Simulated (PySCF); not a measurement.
Species: C7H7OPSi.
SMILES with atom numbers: `[SiH3:1][c:2]1[o:3][c:4]2[cH:5][cH:6][cH:7][cH:8][c:9]2[p:10]1` (hydrogens: H11, H12, H13 on Si1; H14 on C5; H15 on C6; H16 on C7; H17 on C8)

The same species was optimised twice, with GFN2-xTB and with PBE0-D3(BJ)/def2-SVP (PySCF), and the same property calculations (PySCF, gas phase) were run on both structures.

| coordinate | GFN2-xTB | PBE0-D3(BJ)/def2-SVP | change |
| --- | --- | --- | --- |
| C7–C8 (Å) | 1.375 | 1.387 | +0.012 |
| C9–P10 (Å) | 1.785 | 1.796 | +0.011 |
| C5–C6 (Å) | 1.377 | 1.387 | +0.010 |
| C6–C7 (Å) | 1.397 | 1.407 | +0.010 |
| Si1–C2 (Å) | 1.886 | 1.876 | -0.010 |
| C8–C9 (Å) | 1.396 | 1.406 | +0.010 |
| O3–C4 (Å) | 1.342 | 1.350 | +0.008 |
| C4–C5 (Å) | 1.391 | 1.395 | +0.004 |
| C2–O3 (Å) | 1.354 | 1.357 | +0.003 |
| C2–P10 (Å) | 1.717 | 1.715 | -0.002 |
| C4–C9 (Å) | 1.407 | 1.405 | -0.002 |
| C5–C4–C9 (°) | 121.4 | 123.0 | +1.6 |
| O3–C4–C5 (°) | 124.1 | 122.6 | -1.5 |
| Si1–C2–P10 (°) | 129.1 | 127.7 | -1.4 |
| Si1–C2–O3 (°) | 115.0 | 116.4 | +1.4 |
| C4–C9–C8 (°) | 119.3 | 118.4 | -0.9 |
| C8–C9–P10 (°) | 130.9 | 131.8 | +0.9 |
| C4–C5–C6 (°) | 118.2 | 117.3 | -0.9 |
| O3–C4–C9 (°) | 114.6 | 114.3 | -0.3 |

Rotational constants: A = 2622, B = 649.1, C = 523.4 MHz (GFN2-xTB) against A = 2614, B = 644.9, C = 520.4 MHz (PBE0-D3(BJ)/def2-SVP). Atoms that the bonding makes alike are paired by their places after alignment.

On the GFN2-xTB structure: HOMO (eV) -6.63 [PBE0/pcSseg-1]; LUMO (eV) -1.63 [PBE0/pcSseg-1]; dipole (D) 1.05 [PBE0/pcSseg-1]; GIAO shielding of Si1 (ppm) 427.0 [PBE0/pcSseg-1]; GIAO shielding of C2 (ppm) -21.4 [PBE0/pcSseg-1]; GIAO shielding of O3 (ppm) -7.0 [PBE0/pcSseg-1]; GIAO shielding of C4 (ppm) 18.7 [PBE0/pcSseg-1]; GIAO shielding of C5 (ppm) 67.6 [PBE0/pcSseg-1]; GIAO shielding of C6 (ppm) 54.9 [PBE0/pcSseg-1]; GIAO shielding of C7 (ppm) 59.2 [PBE0/pcSseg-1]; GIAO shielding of C8 (ppm) 52.3 [PBE0/pcSseg-1].

**Question.** What do these properties become on the PBE0-D3(BJ)/def2-SVP structure?

**Answer.** 
```tsv
property	level	on GFN2-xTB	on PBE0-D3(BJ)/def2-SVP	change
HOMO (eV)	PBE0/pcSseg-1	-6.63	-6.73	-0.10
LUMO (eV)	PBE0/pcSseg-1	-1.63	-1.70	-0.07
dipole (D)	PBE0/pcSseg-1	1.05	1.25	+0.20
energy, GFN2-xTB geometry as zero (kcal/mol)	PBE0/pcSseg-1	0.0	-2.2	-2.2
GIAO shielding of Si1 (ppm)	PBE0/pcSseg-1	427.0	428.9	+1.9
GIAO shielding of C2 (ppm)	PBE0/pcSseg-1	-21.4	-21.1	+0.3
GIAO shielding of O3 (ppm)	PBE0/pcSseg-1	-7.0	-5.9	+1.1
GIAO shielding of C4 (ppm)	PBE0/pcSseg-1	18.7	16.3	-2.4
GIAO shielding of C5 (ppm)	PBE0/pcSseg-1	67.6	65.4	-2.2
GIAO shielding of C6 (ppm)	PBE0/pcSseg-1	54.9	51.3	-3.6
GIAO shielding of C7 (ppm)	PBE0/pcSseg-1	59.2	56.4	-2.8
GIAO shielding of C8 (ppm)	PBE0/pcSseg-1	52.3	49.4	-2.9
```

The heavy atoms differ by 0.015 Å rms after alignment. Among the bonds compared C7–C8 and C9–P10 change most and about equally (+0.011 to +0.012 Å). Changes are differences of the printed values. Neither structure is proved a minimum here.
